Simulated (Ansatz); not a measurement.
Consider the formal hydrolysis of the Si–O bond: `[SiH3]O[Si]1(Cl)CO1` + H₂O → `O[Si]1(Cl)CO1` + `O[SiH3]`.

Program: Ansatz. Geometries: PBE0-D4/def2-TZVP. ΔE: electronic, gas phase. CCSD(T)/CBS adds triple-zeta CCSD(T) − MP2 to the extrapolated MP2 energy (def2 sets, frozen cores). This one scheme is used for every species. Functionals use def2-TZVPP. B3LYP here is the variant with VWN-RPA as its local correlation; programs differ in this. Each species was taken in one conformer, which may not be the lowest.

`[SiH3]O[Si]1(Cl)CO1`:

```xyz
11

Si    2.126   -0.851   -0.140
O     0.565   -0.342   -0.266
Si   -0.767    0.234    0.410
Cl   -0.431    0.563    2.382
C    -2.092    1.030   -0.481
O    -2.205   -0.407    0.000
H     2.503   -0.970    1.289
H     2.996    0.142   -0.815
H     2.234   -2.166   -0.812
H    -2.107    1.091   -1.567
H    -2.821    1.677   -0.001
```

H₂O:

Cartesian coordinates in Å:
```
O -0.163 -0.306 -0.177
H 0.705 0.069 -0.341
H -0.541 0.236 0.519
```

`O[Si]1(Cl)CO1`:

Cartesian coordinates in Å:
```
O 1.690 0.213 -0.897
Si 0.284 -0.415 -0.392
Cl 0.324 -2.362 -0.913
C -0.794 0.213 0.889
O -1.097 0.431 -0.584
H 1.764 1.170 -0.882
H -0.620 1.154 1.407
H -1.549 -0.403 1.371
```

`O[SiH3]`:

Z-matrix (Å, degrees):
```
Si
O 1 1.648
H 1 1.489 2 111.7
H 1 1.489 2 111.7 3 120.9
H 1 1.481 2 105.9 3 -119.6
H 2 0.957 1 117.9 3 -60.5
```

```
             level  ΔE (kJ/mol)  difference from CCSD(T)/CBS
            PBE-D4         13.7                         -7.6
         r2SCAN-D4         14.5                         -6.8
          B3LYP-D4         20.2                         -1.1
           ωB97X-V         16.0                         -5.3
           ωB97M-V         15.7                         -5.6
            B2PLYP         14.6                         -6.7
            r2SCAN         12.9                         -8.4
              PBE0         12.1                         -9.2
    MP2/def2-QZVPP         20.3                         -1.0
SCS-MP2/def2-QZVPP         20.0                         -1.3
       CCSD(T)/CBS         21.3                            0
```

Largest T1 diagnostic among the species: 0.012.

From PBE to PBE0 (25 % exact exchange), in def2-TZVPP and without D4, ΔE moves by +3.4 kJ/mol. The D4 term adds +7.9 kJ/mol with B3LYP and +4.7 kJ/mol with PBE0; it sums over pairs of atoms, weighted by their polarisabilities, and B3LYP, whose exchange is more repulsive, gets the larger term.
